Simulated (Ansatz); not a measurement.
`CC1=[N+](C)[Al-]([CH3])([Cl])[N]1C`, 21 atoms. Charge 0, multiplicity 1. Hardware: A = 4 threads of an AMD EPYC 7R13 on a shared host; B = 4 threads of an AMD EPYC 7R13 on a shared host and a share of an NVIDIA H100 80 GB. Correlated methods freeze the cores.

(1) How many basis functions does each run have, and how long does it take in Ansatz? RKS PBE-QIDH (frozen core)/def2-TZVPP energy [B]; RHF-CCSD(T)/def2-SVP energy [B]; RKS revPBE-D4/def2-TZVPP energy [B]; RHF-MP2/def2-QZVPP energy [B]; RKS PBE0-D4/def2-TZVP relaxation (14 steps) [B]; RKS PBE0-D4/def2-SVP energy [A]; RKS LC-ωPBE/def2-TZVPP energy [B]; RKS ωB97M-V/def2-QZVPP energy [B]; RKS B3LYP-D4/def2-TZVPP energy and forces [B]; RKS ωB97M-V/def2-SVP energy [A]; RHF-CCSD(T)/def2-TZVPP energy [B]; RKS PBE0-D4/def2-QZVPP energy [B]. (Best estimate.)

Answers

(1) Ansatz gave: Other jobs shared the machine, so times are rough.

```json
{"level": "RKS PBE0-D4/def2-SVP", "job": "energy [A]", "functions": "194", "wall time": "3.2 s", "peak host memory (GiB)": "1.1"}
{"level": "RKS B3LYP-D4/def2-TZVPP", "job": "energy and forces [B]", "functions": "469", "wall time": "6 s", "peak host memory (GiB)": "1.2"}
{"level": "RKS LC-ωPBE/def2-TZVPP", "job": "energy [B]", "functions": "469", "wall time": "6.5 s", "peak host memory (GiB)": "1.1"}
{"level": "RKS revPBE-D4/def2-TZVPP", "job": "energy [B]", "functions": "469", "wall time": "7 s", "peak host memory (GiB)": "1.1"}
{"level": "RKS PBE-QIDH (frozen core)/def2-TZVPP", "job": "energy [B]", "functions": "469", "wall time": "7 s", "peak host memory (GiB)": "2.4"}
{"level": "RHF-CCSD(T)/def2-SVP", "job": "energy [B]", "functions": "194", "wall time": "8 s", "peak host memory (GiB)": "1.1"}
{"level": "RKS ωB97M-V/def2-SVP", "job": "energy [A]", "functions": "194", "wall time": "9.5 s", "peak host memory (GiB)": "1.1"}
{"level": "RHF-MP2/def2-QZVPP", "job": "energy [B]", "functions": "899", "wall time": "9.5 s", "peak host memory (GiB)": "1.6"}
{"level": "RKS PBE0-D4/def2-QZVPP", "job": "energy [B]", "functions": "899", "wall time": "10 s", "peak host memory (GiB)": "1.5"}
{"level": "RKS ωB97M-V/def2-QZVPP", "job": "energy [B]", "functions": "899", "wall time": "11 s", "peak host memory (GiB)": "1.6"}
{"level": "RHF-CCSD(T)/def2-TZVPP", "job": "energy [B]", "functions": "469", "wall time": "54 s", "peak host memory (GiB)": "2.3"}
{"level": "RKS PBE0-D4/def2-TZVP", "job": "relaxation (14 steps) [B]", "functions": "363", "wall time": "63 s", "peak host memory (GiB)": "1.1"}
```

B3LYP here is the variant with VWN-RPA as its local correlation; programs differ in this. LC-ωPBE has ω = 0.4 bohr⁻¹.
